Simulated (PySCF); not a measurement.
## Polarisability and C₆ of In⁺ (indium, charge +1)

[Kr] 4d10 5s2, closed-shell 1S. All numbers are calculated (PySCF 2.14, a scalar-relativistic core potential, in aug-cc-pwCVTZ-PP with ECP28MDF (8s7p6d4f1g, 96 functions)). Coupled (time-dependent) response in atomic units; α is the mean over directions.

| method | mean α (bohr³) | C₆ (like pair) | S(−4) |
| --- | --- | --- | --- |
| UHF | 29.64 | 211.0 | 395.0 |
| PBE | 23.46 | 161.2 | 226.6 |
| PBE0 | 24.77 | 171.2 | 259.0 |
| wB97X | 25.04 | 172.5 | 270.4 |
| B97-3 | 24.23 | 166.1 | 247.4 |

S(−4) is the Cauchy moment in α(ω) = α(0) + S(−4) ω² + …

α(iu) at PBE0:

```json
{"u (hartree)": "0", "α(iu) (bohr³)": "24.77"}
{"u (hartree)": "0.0500", "α(iu) (bohr³)": "24.14"}
{"u (hartree)": "0.100", "α(iu) (bohr³)": "22.47"}
{"u (hartree)": "0.200", "α(iu) (bohr³)": "17.85"}
{"u (hartree)": "0.300", "α(iu) (bohr³)": "13.71"}
{"u (hartree)": "0.500", "α(iu) (bohr³)": "8.693"}
{"u (hartree)": "0.750", "α(iu) (bohr³)": "5.774"}
{"u (hartree)": "1.00", "α(iu) (bohr³)": "4.284"}
{"u (hartree)": "1.50", "α(iu) (bohr³)": "2.768"}
{"u (hartree)": "2.00", "α(iu) (bohr³)": "1.984"}
{"u (hartree)": "3.00", "α(iu) (bohr³)": "1.177"}
{"u (hartree)": "5.00", "α(iu) (bohr³)": "0.5465"}
```

A single London oscillator, α(iu) = α/(1 + u²/ω²), gives C₆ = (3/4) ω α². Matching the computed C₆ needs ω = 4 × 171.2 / (3 × 24.77²) = 0.372 hartree.

For an ion, C₆ is the dispersion term alone; charge-induced terms of lower order in 1/R come first.

Energies and moments cover only the electrons outside the core potential.
